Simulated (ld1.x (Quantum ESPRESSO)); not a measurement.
## S (Z = 16): one change to a PAW potential, before and after

ld1.x (Quantum ESPRESSO) 7.5 input, shortened:

```
&input
   title='S', zed=16., rel=0, dft='BLYP', iswitch=3,
   config='[Ne] 3s2 3p4'
 /
 &inputp
   pseudotype=3, lpaw=.true., tm=.true., lloc=-2, rcloc=1.70,
   nlcc=.true., rcore=1.10,
   which_augfun='PSQ', rmatch_augfun_nc=.true.
 /
4
3S  1  0   2.00   0.00  1.00  1.40  0.0
3S  1  0   0.00  -0.85  1.00  1.40  0.0
3P  2  1   4.00   0.00  1.50  1.90  0.0
3P  2  1   0.00   1.75  1.50  1.90  0.0
 &test
   configts(1)='3s2 3p4'
 /
```

Change: scalar-relativistic.

Cutoffs: the cutoffs (Ry, on a coarse ladder) from which the occupation-weighted sum of valence levels, in a spherical-Bessel basis at the reference potential, stays within 10 and 1 mRy of its value at 400 Ry; they do not see the model core or the augmentation charge, which bear on the density cutoff. Errors are all-electron minus pseudo energies relative to the spin-unpolarised reference configuration.

Question: Predict the effect on cutoff, ghosts and configuration errors.

Answer: The potential gets neither clearly harder nor softer (18 Ry and 35 Ry → 18 Ry and 35 Ry); of the 7 tests that both files solve, the error grows in 4 and shrinks in 1 by more than 15 % and 0.3 meV (median size 1.5 → 1.4 meV); neither file shows a bound ghost.

| quantity | base | changed |
| --- | --- | --- |
| cutoff, loose | 18 Ry | 18 Ry |
| cutoff, tight | 35 Ry | 35 Ry |
| bound ghosts | none | none |
| error for 3s2 3p3, meV [ΔE 11.63 → 11.62 eV] | -0.6 | -1.4 |
| error for 3s2 3p2, meV [ΔE 33.78 → 33.76 eV] | -6.8 | -8.6 |
| error for 3s2 3p1, meV [ΔE 67.72 → 67.68 eV] | -33 | -35 |
| error for 3s0 3p6, meV [ΔE 20.49 → 20.76 eV] | +7.1 | +6.7 |
| error for 3s1 3p5, meV [ΔE 10.19 → 10.32 eV] | +1.5 | +1.2 |
| error for 3s2 3p3.5, meV [ΔE 4.59 → 4.59 eV] | -0.1 | -0.4 |
| error for 3s1 3p4, meV [ΔE 22.37 → 22.49 eV] | +0.1 | -0.9 |
| s: phases at 2.06 bohr within 0.05 rad from the reference energy up to (Ry; the scan ends near 5) | 4.4 | 4.0 |
| p: phases at 2.06 bohr within 0.05 rad from the reference energy up to (Ry; the scan ends near 5) | to the end of the scan | to the end of the scan |
| lowest overlap eigenvalue by channel | s 0.44, p 0.79 | s 0.44, p 0.79 |
